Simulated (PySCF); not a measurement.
# Chemical shifts up a ladder of levels

System: anthracene (C14H10), SMILES c1ccc2cc3ccccc3cc2c1.

Atom-mapped SMILES (hydrogens are numbered by the atom that bears them): [cH:1]1[cH:2][cH:3][c:4]2[cH:5][c:6]3[cH:7][cH:8][cH:9][cH:10][c:11]3[cH:12][c:13]2[cH:14]1

GIAO shifts in ppm, gas phase, PySCF SCF with an in-house response code; 1H, 13C and 29Si against isolated TMS and 19F against isolated CFCl3 at the same level and kind of geometry; averaged over atoms that symmetry or fast rotation interchanges.

| atom | KT3/pcSseg-1 on GFN2-xTB | KT3/pcSseg-2 on PBE0-D3(BJ) |
| --- | --- | --- |
| C1/2/8/9 | 119.5 | 123.3 |
| C3/7/10/14 | 122.7 | 127.0 |
| C4/6/11/13 | 123.4 | 129.1 |
| C5/12 | 121.0 | 124.5 |
| H on 1/2/8/9 | 7.58 | 7.51 |
| H on 3/7/10/14 | 8.03 | 8.05 |
| H on 5/12 | 8.35 | 8.39 |

Question: What are the shifts at PBE0/pcSseg-2 on PBE0-D3(BJ)?

Answer: 
```json
{"atom": "C1/2/8/9", "shift / ppm": "134.7"}
{"atom": "C3/7/10/14", "shift / ppm": "138.7"}
{"atom": "C4/6/11/13", "shift / ppm": "141.0"}
{"atom": "C5/12", "shift / ppm": "136.3"}
{"atom": "H on 1/2/8/9", "shift / ppm": "7.80"}
{"atom": "H on 3/7/10/14", "shift / ppm": "8.37"}
{"atom": "H on 5/12", "shift / ppm": "8.76"}
```
